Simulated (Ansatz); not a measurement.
Hg₂S₃, relaxed as a quintet with UKS r2SCAN-D4/def2-SVP in Ansatz, starting from the r2SCAN-D4/def2-SVP geometry of the neutral singlet. Force threshold 0.02 eV/Å.

In the def2 sets Hg takes a core potential; there is no spin–orbit coupling. In the quintet geometry the species has come apart into loosely held pieces. The relaxation made no stability test and no search for a lower SCF solution. At r2SCAN-D4/def2-SVP a singlet of charge 0 lies 1.20 eV below the quintet, each at its own geometry. The structure comes from a short search, and lower isomers may exist.

Start:

Cartesian coordinates in Å:
```
Hg 0.0682 1.0492 -1.1912
Hg 0.7163 -0.2640 1.3926
S 1.7576 1.7608 0.4543
S -1.7831 -0.6053 -0.9349
S -0.7590 -1.9406 0.2791
```

```tsv
step	energy (eV)	largest force component (eV/Å)	SCF passes
1	-40848.4668	2.257	23
2	-40849.5021	1.197	33
3	-40849.8907	0.377	41
4	-40850.0766	0.290	38
5	-40850.1524	0.130	31
6	-40850.1807	0.125	28
7	-40850.2000	0.123	28
8 (rejected)	-40850.1456	1.472	27
9	-40850.2085	0.048	23
10	-40850.2116	0.303	24
11	-40850.2157	0.009	22
12	-40850.2159	0.025	22
13	-40850.2159	0.001	23
```

Force components are those of the run's own axes.

End:

Cartesian coordinates in Å:
```
Hg 0.5003 1.2131 -1.6520
Hg 0.7462 0.0329 1.9731
S 1.8190 1.8235 0.4703
S -2.2197 -0.9120 -0.1469
S -0.8458 -2.1575 -0.6445
```

Bonds lost: Hg1–S4, Hg2–S5 (atoms count from 1). Metal–metal contacts that move far: Hg1–Hg2 2.97 to 3.82 Å. The end holds 2 separate pieces.

The force fell under the threshold at step 11, but the optimiser went on. No frequencies were taken in this run, so the end may be a saddle point.

It took 58 s on 4 threads of Arm Neoverse V1 on a shared host.
